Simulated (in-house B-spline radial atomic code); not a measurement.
**The germanium ion Ge⁷⁺: [Ar] 3d7**

All numbers are computed (Dirac-Kohn-Sham LDA PW92, spherical fractional occupations; Fermi nucleus of rms radius 4.0742 fm) with a radial B-spline atomic code at the basis-set limit, not measured.

Z_r = [3n² - l(l+1)]/(2<r>); Z_e = n√(-2ε); the last column is Slater's effective charge. Values are occupation-weighted means over j.

| shell | electrons | ε (eV) | <r> (bohr) | Z_r | Z_e | Slater |
| --- | --- | --- | --- | --- | --- | --- |
| 1s | 2 | -11084 | 0.04707 | 31.87 | 28.54 | 31.70 |
| 2s | 2 | -1517 | 0.2101 | 28.56 | 21.12 | 27.85 |
| 2p | 6 | -1345.8 | 0.1837 | 27.21 | 19.89 | 27.85 |
| 3s | 2 | -304.52 | 0.6067 | 22.25 | 14.19 | 20.75 |
| 3p | 6 | -251.39 | 0.6183 | 20.22 | 12.90 | 20.75 |
| 3d | 7 | -163.76 | 0.6298 | 16.67 | 10.41 | 11.90 |

The least bound orbital is 3d5/2 at -163.5 eV, and it is also the most diffuse (<r> = 0.631 bohr).

Spin-orbit splittings of the orbital energies (j = l + 1/2 above j = l - 1/2 when positive): 2p 31.81 eV, 3p 4.691 eV, 3d 0.7397 eV.

For the 1s electron the small component carries 1.34 % of the norm, the zero-frequency Breit interaction raises the level by 16.17 eV, self-energy by 8.361 eV, and vacuum polarisation lowers it by 0.8062 eV.

The density falls to 0.001 bohr⁻³ at 1.954 bohr; Σ<r²> = 7.252 bohr² gives, by the non-relativistic formula and without the paramagnetism of open shells, a Langevin diamagnetic susceptibility of -5.744×10⁻⁶ cm³/mol.
